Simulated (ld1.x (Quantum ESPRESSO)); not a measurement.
**What one change does to a pseudopotential (caesium (Cs), TM)**

- Element: caesium
- Generator: ld1.x (Quantum ESPRESSO) 7.5
- Type: norm-conserving Troullier–Martins (Kleinman–Bylander form)
- Functional: PBE
- Relativity: scalar-relativistic
- Frozen core: [Kr] 4d10 5s2
- Valence charge: 7
- Reference configuration: 5p6 5d0.5 6s0.5 6p0
- Partial waves: 5p (bound): rc 3.35 bohr; 5d (bound): rc 4.20 bohr; 6s (bound): rc 4.20 bohr
- Local potential: the s channel
- Core correction: Bessel-smoothed model core inside 1.85 bohr

All-electron outer shells of the reference configuration (PBE, scalar-relativistic, ld1.x):

```csv
shell,level (eV),outermost node (bohr),outermost maximum (bohr)
4d,-74.31,0.33,0.72
5s,-26.77,0.82,1.54
5p,-13.57,0.89,1.79
6s,-2.14,2.11,4.74
6p,-0.83,2.61,6.89
5d,-0.47,1.06,3.51
```

Change: functional PBEsol.

Cutoffs: the cutoffs (Ry, on a coarse ladder) from which the occupation-weighted sum of valence levels, in a spherical-Bessel basis at the reference potential, stays within 10 and 1 mRy of its value at 400 Ry; they do not see the model core or the augmentation charge, which bear on the density cutoff. Errors are all-electron minus pseudo energies relative to the spin-unpolarised reference configuration.

**Question.** Predict the effect on cutoff, ghosts and configuration errors.

**Answer.** The potential gets softer (8 Ry and 15 Ry → 8 Ry and 12 Ry); of the 6 tests that both files solve, the error grows in 1 and shrinks in 0 by more than 15 % and 0.3 meV (median size 1.3 → 1.6 meV); neither file shows a bound ghost.

| quantity | base | changed |
| --- | --- | --- |
| cutoff, loose | 8 Ry | 8 Ry |
| cutoff, tight | 15 Ry | 12 Ry |
| bound ghosts | none | none |
| error for 5p6 5d0 6s1 6p0, meV [ΔE -0.84 eV] | -0.4 | -0.5 |
| error for 5p6 5d0 6s0 6p0, meV [ΔE 3.02 → 2.95 eV] | -1.1 | -1.7 |
| error for 5p6 5d0 6s0.5 6p0, meV [ΔE 0.63 → 0.61 eV] | +0.1 | +0.1 |
| error for 5p6 5d1 6s0 6p0, meV [ΔE 0.83 → 0.82 eV] | -1.4 | -1.4 |
| error for 5p5 5d0 6s1 6p0, meV [ΔE 17.02 → 17.05 eV] | -232 | -231 |
| error for 5p6 5d0 6s0 6p1, meV [ΔE 0.53 → 0.51 eV] | -125 | -118 |
| s: phases at 4.53 bohr within 0.05 rad from the reference energy up to (Ry; the scan ends near 5) | n/a | n/a |
| p: phases at 4.53 bohr within 0.05 rad from the reference energy up to (Ry; the scan ends near 5) | -0.3 | -0.3 |
| d: phases at 4.53 bohr within 0.05 rad from the reference energy up to (Ry; the scan ends near 5) | 0.6 | 0.7 |
